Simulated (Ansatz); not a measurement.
`[NH2][Cd][NH2]`. Charge 0, multiplicity 1. Cd takes the def2 core potential. Geometry: relaxed with PBE0-D4/def2-TZVP. It is one conformer, not always the lowest.

```xyz
7

N    -1.355    0.869    1.204
Cd    0.001    0.065   -0.034
N     1.361   -0.535   -1.379
H    -0.951    1.514    1.873
H    -1.863    0.177    1.741
H     0.967   -0.703   -2.297
H     1.839   -1.387   -1.109
```

(1) What is the dipole moment at ωB97M-V/def2-TZVPP? (Estimate.)

(2) And with PBE, r2SCAN, B3LYP? (An estimate is asked.)

(3) Give the Mulliken charges with ωB97M-V, B3LYP, r2SCAN in def2-TZVPP. (Best estimate.)

Results:

(1) Ansatz gave: 1.60 D, with components (-0.03, -1.42, 0.74) D in this frame, pointing from negative to positive charge.

(2) Computed: PBE 1.41 D, r2SCAN 1.47 D, B3LYP 1.52 D.

(3) Computed: 
```
atom  ωB97M-V  B3LYP  r2SCAN
  N1    -0.58  -0.59   -0.63
 Cd2     0.72   0.67    0.67
  N3    -0.58  -0.59   -0.63
  H4     0.11   0.13    0.15
  H5     0.11   0.13    0.15
  H6     0.11   0.13    0.15
  H7     0.11   0.13    0.15
```

B3LYP here is the variant with VWN-RPA as its local correlation; programs differ in this.
